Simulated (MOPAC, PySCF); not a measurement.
C9H9NSSi, SMILES `[SiH3]c1cc2ncccc2cc1S` (C–C–S–H torsion 179°), neutral singlet in the gas phase. 

Cartesian coordinates (Å):
```xyz
21

Si    -3.2410    -1.4144    -0.0046
C     -1.5602    -0.5426     0.0501
C     -0.4288    -1.2390    -0.3672
C      0.8725    -0.6565    -0.3619
N      1.9297    -1.4072    -0.7876
C      3.1302    -0.8478    -0.7756
C      3.3828     0.4868    -0.3456
C      2.3210     1.2624     0.0895
C      1.0104     0.7036     0.0944
C     -0.1422     1.4161     0.5217
C     -1.3998     0.8170     0.5036
S     -2.8703     1.6646     1.0285
H     -3.0136    -2.8089    -0.5150
H     -4.1938    -0.6917    -0.9180
H     -3.8631    -1.4733     1.3644
H     -0.4967    -2.2788    -0.7222
H      3.9718    -1.4744    -1.1241
H      4.4088     0.8837    -0.3636
H      2.4718     2.2990     0.4303
H     -0.0215     2.4547     0.8690
H     -2.2679     2.8468     1.3340
```
Charge 0, multiplicity 1.

All levels are single points at this geometry (PBE-D3(BJ)/def2-SVP); Pople sets use spherical d functions. Orbital energies aren't observables, and empty levels follow the basis.

| level | HOMO (eV) | LUMO (eV) | gap (eV) | dipole (D) | vertical IE, Delta-SCF (eV) |
|---|---|---|---|---|---|
| PBE-D3(BJ)/def2-TZVP in PySCF | -5.52 | -2.69 | 2.84 | 2.92 | 7.81 |
| B3LYP/6-311+G** in PySCF | -6.27 | -2.07 | 4.20 | 3.05 | – |
| B3LYP/LANL2DZ in PySCF | -6.23 | -1.86 | 4.37 | 3.34 | – |
| BP86/6-31G* in PySCF | -5.41 | -2.45 | 2.96 | 2.99 | – |
| SVWN5/6-31G* in PySCF | -5.46 | -2.54 | 2.92 | 3.03 | – |
| HF/STO-3G in PySCF | -5.98 | 5.19 | 11.16 | 2.21 | – |
| AM1 in MOPAC | -8.55 | -0.71 | 7.84 | 2.49 | – |
| PM3 in MOPAC | -8.64 | -0.81 | 7.83 | 2.24 | – |
| PM6 in MOPAC | -8.74 | -0.99 | 7.75 | 2.75 | – |
